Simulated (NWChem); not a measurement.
# SeF₄; SMILES F[Se](F)(F)F

```xyz
5

Se     0.0000     0.0000     0.3252
F      0.0000     1.7703     0.1594
F      1.3112     0.0000    -0.7736
F      0.0000    -1.7703     0.1594
F     -1.3112     0.0000    -0.7736
```
Atoms are numbered in this order, from 1.

Computed with NWChem. Coordinates come from a PBE0/def2-SVP optimisation. Total energies compare along this basis series because the functional is fixed.

| level | basis functions | energy (Ha) | highest occupied level (eV) | orbital gap (eV) | dipole (D) |
|---|---|---|---|---|---|
| PBE/3-21G | 58 | -2786.5509 | -7.08 | 4.65 | 1.93 |
| PBE/pcseg-1 | 83 | -2799.8068 | -8.63 | 4.95 | 1.81 |
| PBE/aug-pcseg-1 | 128 | -2799.8434 | -8.89 | 5.00 | 1.68 |
| PBE/pcseg-2 | 163 | -2800.4154 | -8.74 | 5.03 | 1.76 |
| PBE/def2-TZVPP | 172 | -2800.3680 | -8.67 | 5.01 | 1.72 |
